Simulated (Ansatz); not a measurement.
`CC(C)(C)[NH][InH2]` and `CC(C)(C)[NH][Sn]([Cl])([Cl])[Cl]` differ in one atom or group.

Ansatz, PBE0-D4/def2-TZVP geometries, multiplicity 1. Each molecule was computed in one conformer, which needn't be the lowest.

Elements past krypton have def2 core potentials.

| property | `CC(C)(C)[NH][InH2]` |
| --- | --- |
| LUMO energy (ωB97M-V/def2-TZVPP) / eV | 0.27 |
| HOMO energy (ωB97M-V/def2-TZVPP) / eV | -8.66 |
| size of the dipole moment (B3LYP/def2-TZVPP) / D | 0.63 |
| HOMO energy (B3LYP/def2-TZVPP) / eV | -6.18 |
| LUMO energy (PBE/def2-TZVPP) / eV | -1.77 |
| HOMO energy (PBE0/def2-TZVPP) / eV | -6.37 |

Give the same properties after the change, and the shifts. (Estimate.)

The calculation gave: 
```tsv
property	`CC(C)(C)[NH][Sn]([Cl])([Cl])[Cl]`	shift
LUMO energy (ωB97M-V/def2-TZVPP) / eV	-0.18	-0.45
HOMO energy (ωB97M-V/def2-TZVPP) / eV	-9.91	-1.25
size of the dipole moment (B3LYP/def2-TZVPP) / D	3.54	2.91
HOMO energy (B3LYP/def2-TZVPP) / eV	-7.37	-1.19
LUMO energy (PBE/def2-TZVPP) / eV	-3.12	-1.35
HOMO energy (PBE0/def2-TZVPP) / eV	-7.60	-1.23
```

With PBE0 the HOMO falls by 1.23 eV and the LUMO falls by 1.11 eV, so the gap widens by about 0.12 eV. PBE moves the HOMO by -1.04 eV and ωB97M-V by -1.25 eV. Dipoles are sizes alone; their direction can turn.

B3LYP here is the variant with VWN-RPA as its local correlation; programs differ in this.
